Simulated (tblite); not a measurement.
Species: C5H5NO2Si.
Structure used (GFN2-xTB), in Å, numbered top down from 1:
```xyz
14
C5H5NO2Si angstrom
N     -2.0852    2.5951   -0.2993
C     -1.6834    1.5601   -0.0227
Si    -1.0584   -0.1192    0.4974
C     -1.1533   -1.3994   -0.9427
O     -0.4507   -2.3703   -1.0182
C      0.6362   -0.1073    1.3332
C      1.7439    0.1672    0.6327
C      1.5735    0.4782   -0.7715
O      0.4722    0.5569   -1.2824
H     -2.0158   -0.5629    1.5333
H     -1.9129   -1.2065   -1.7260
H      0.7126   -0.3688    2.3774
H      2.7428    0.1459    1.0420
H      2.4780    0.6306   -1.3754
```

All values are computed: GFN2-xTB (tblite) harmonic vibrations without scaling, gas phase. This tight-binding method is rough: wavenumbers can miss measured ones by several per cent, in bad cases by 10 to 20. Modes of hydrogen on silicon can be 10 to 20 % off. One conformer, not necessarily the lowest.

Harmonic wavenumbers (cm⁻¹): 49.7, 69.3, 88.8, 92.4, 119.5, 173.9, 230.2, 314.8, 327.8, 349.6, 374.8, 424.3, 581.4, 619.9, 669.0, 680.4, 725.7, 741.1, 803.6, 817.0, 923.3, 935.4, 1023.3, 1136.4, 1289.8, 1344.5, 1348.0, 1561.1, 1674.1, 1753.2, 2148.7, 2359.1, 2724.8, 2874.4, 3075.6, 3089.7.

A = 1695, B = 1325, C = 1047 MHz; mass 139.009 u (most abundant isotopes); point group C1, symmetry number 1.

**Question.** Zero-point energy?

**Answer.** Half the sum of the wavenumbers: 18757 cm⁻¹ = 53.63 kcal/mol.

**Question.** What is S at 298.15 K and 1 bar for an ideal gas of classical rigid rotors and harmonic oscillators?

**Answer.** Translation 40.73, rotation 29.30, vibration 32.38: S = 102.4 cal/(mol K).

**Question.** And Cp and H(298.15 K) − H(0)?

**Answer.** Cp = 37.89 cal/(mol K), of which vibrations give 29.94 (their classical limit is 36 R = 71.5); H(298.15 K) − H(0) = 7.28 kcal/mol without the zero-point energy, 4.91 from vibrations.

**Question.** How do the functions run with temperature in this model?

**Answer.** 
```json
{"T (K)": "150", "S (cal/(mol K))": "81.0", "Cp (cal/(mol K))": "25.3", "H − H(0) (kcal/mol)": "2.56", "G − H(0) (kcal/mol)": "-9.59", "ln q(vib)": "3.67"}
{"T (K)": "250", "S (cal/(mol K))": "96.1", "Cp (cal/(mol K))": "34.1", "H − H(0) (kcal/mol)": "5.55", "G − H(0) (kcal/mol)": "-18.47", "ln q(vib)": "6.64"}
{"T (K)": "400", "S (cal/(mol K))": "114.5", "Cp (cal/(mol K))": "44.6", "H − H(0) (kcal/mol)": "11.50", "G − H(0) (kcal/mol)": "-34.31", "ln q(vib)": "10.75"}
{"T (K)": "600", "S (cal/(mol K))": "134.6", "Cp (cal/(mol K))": "54.1", "H − H(0) (kcal/mol)": "21.44", "G − H(0) (kcal/mol)": "-59.29", "ln q(vib)": "15.69"}
{"T (K)": "900", "S (cal/(mol K))": "158.3", "Cp (cal/(mol K))": "62.9", "H − H(0) (kcal/mol)": "39.11", "G − H(0) (kcal/mol)": "-103.37", "ln q(vib)": "22.14"}
```

q(vib) and H(0) count from the zero-point level.

**Question.** Blend soft modes into free rotors: weight 1/[1 + (100 cm⁻¹/ν̃)⁴] for the oscillator and the rest for a rotor with moment μB/(μ + B), μ = h/(8π²ν), B = 10⁻⁴⁴ kg m². What vibrational entropy results?

**Answer.** 29.44 cal/(mol K) in place of 32.38, which changes −T·S at 298.15 K by +0.88 kcal/mol.

**Question.** Which modes carry the vibrational entropy at 298.15 K?

**Answer.** 49.7 cm⁻¹: 4.83; 69.3 cm⁻¹: 4.17; 88.8 cm⁻¹: 3.69; 92.4 cm⁻¹: 3.61; 119.5 cm⁻¹: 3.11; 173.9 cm⁻¹: 2.39 cal/(mol K); the other 30 give 10.58 together.

**Question.** What must be added to the electronic energy to get the Gibbs energy at 298.15 K and 1 bar?

**Answer.** ZPE + [H(298.15 K) − H(0)] − T·S = 53.63 + 7.28 − 30.53 = 30.38 kcal/mol.

Hindered rotation and anharmonicity are outside this model. Other conformers, if any are populated, would add a mixing term that is left out. The structure is chiral; the term R ln 2 for an equal mix with its mirror image is left out.
